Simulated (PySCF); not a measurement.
From one molecule to another.

First species: C2H5BrGaN.
SMILES: `CC#[N+][GaH2-][Br]`

Second species: C2H7BO3.
Structure used (PBE0-D3(BJ)/def2-SVP), in Å, numbered top down from 1:
```
atom  x, y, z in Å
C1     1.925   -0.858   -0.299
O2     0.559   -0.576   -0.149
B3     0.048    0.655   -0.410
O4     0.850    1.679   -0.822
O5    -1.288    0.879   -0.253
C6    -2.144   -0.149    0.168
H7     2.095   -1.446   -1.217
H8     2.531    0.058   -0.357
H9     2.265   -1.460    0.558
H10    0.336    2.483   -0.945
H11   -2.148   -0.993   -0.542
H12   -1.853   -0.544    1.156
H13   -3.163    0.258    0.237
```

Levels: CAM-B3LYP/def2-SVPD for dipole moment, HOMO energy, LUMO energy, HOMO–LUMO gap, static isotropic polarisability and electronic spatial extent ⟨r²⟩ about the centre of nuclear charge; TDDFT CAM-B3LYP/def2-SVPD for lowest singlet excitation; TDA CAM-B3LYP/def2-SVPD for lowest triplet excitation (Tamm–Dancoff); ΔSCF CAM-B3LYP/def2-SVPD for vertical ionisation energy; PBE0-D3(BJ)/def2-SVP for rotational constant A and rotational constant C. Geometries: PBE0-D3(BJ)/def2-SVP. Each structure is a single optimised conformer of the isolated species, non-relativistic unless stated. Electronic properties by PySCF.

The conformers computed, where there is a choice (atom-mapped SMILES and torsion angles):
- `[CH3:1][O:2][B:3]([OH:4])[O:5][CH3:6]`: C1–O2–B3–O4 -1°, O2–B3–O5–C6 0°, H–O4–B3–O2 -179°

| property | column X | column Y |
| --- | --- | --- |
| dipole moment | 8.30 D | 0.32 D |
| HOMO energy | -8.32 eV | -9.73 eV |
| LUMO energy | 0.17 eV | 0.75 eV |
| HOMO–LUMO gap | 8.49 eV | 10.48 eV |
| lowest singlet excitation | 5.82 eV | 7.53 eV |
| lowest triplet excitation (Tamm–Dancoff) | 5.62 eV | 7.40 eV |
| static isotropic polarisability | 84.6 au | 51.3 au |
| vertical ionisation energy | 9.31 eV | 10.63 eV |
| electronic spatial extent ⟨r²⟩ about the centre of nuclear charge | 1417 bohr² | 652 bohr² |
| rotational constant A | 2.530 GHz | 5.772 GHz |
| rotational constant C | 0.731 GHz | 1.891 GHz |

**Question.** Which column belongs to which species?

**Answer.** Column X is the first species and column Y the second. The first has 10 atoms and 90 electrons, the second 13 and 48.

**Question.** How does each property change from the first species to the second?

**Answer.** dipole moment -7.98 D; HOMO energy -1.41 eV; LUMO energy +0.58 eV; HOMO–LUMO gap +1.99 eV; lowest singlet excitation +1.71 eV; lowest triplet excitation (Tamm–Dancoff) +1.78 eV; static isotropic polarisability -33.3 au; vertical ionisation energy +1.32 eV; electronic spatial extent ⟨r²⟩ about the centre of nuclear charge -765 bohr²; rotational constant A +3.242 GHz; rotational constant C +1.160 GHz.

On the first: S1 lies 2.67 eV below the HOMO–LUMO gap; its leading configuration is HOMO→LUMO, weight 0.89. The vertical singlet–triplet gap S1 − T1 is 0.20 eV (TDDFT singlet less Tamm–Dancoff triplet; S1: HOMO→LUMO, weight 0.89; T1: HOMO→LUMO, weight 0.77). Relativistic effects, spin–orbit coupling among them, are left out although an element past zinc is present.

On the second: The 10 singlets span 7.53 to 9.43 eV, and their oscillator strengths add up to 0.21. S1 lies 2.95 eV below the HOMO–LUMO gap; its leading configuration is HOMO→LUMO, weight 0.86.
